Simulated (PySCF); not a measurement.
Si(Br)(OH)(NH2)2 (BrH5N2OSi), SMILES N[Si](N)(O)Br. Coordinates come from a PBE0-D3(BJ)/def2-SVP optimisation. The structure was generated by enumeration, and PubChem lists no compound with its InChIKey, so it may never have been made. One conformer was computed; it need not be the lowest.

Computed equilibrium geometry at PBE0-D3(BJ)/def2-SVP (PySCF confirms it by a frequency run) as bond lengths and angles (one conformer of several):
Atoms: N1 Si2 N3 O4 Br5 H6 H7 H8 H9 H10. Bond lengths (Å): N1–Si2 1.698, N1–H6 1.012, N1–H7 1.013, Si2–N3 1.705, Si2–O4 1.657, Si2–Br5 2.261, N3–H8 1.012, N3–H9 1.014, O4–H10 0.962. Angles (°): Si2–N1–H6 120.6, Si2–N1–H7 120.4, H6–N1–H7 112.9, N1–Si2–N3 108.3, N1–Si2–O4 104.1, N1–Si2–Br5 117.5, N3–Si2–O4 120.0, N3–Si2–Br5 102.8, O4–Si2–Br5 104.9, Si2–N3–H8 121.4, Si2–N3–H9 120.3, H8–N3–H9 112.9, Si2–O4–H10 115.0.
Charge 0, spin multiplicity 1.
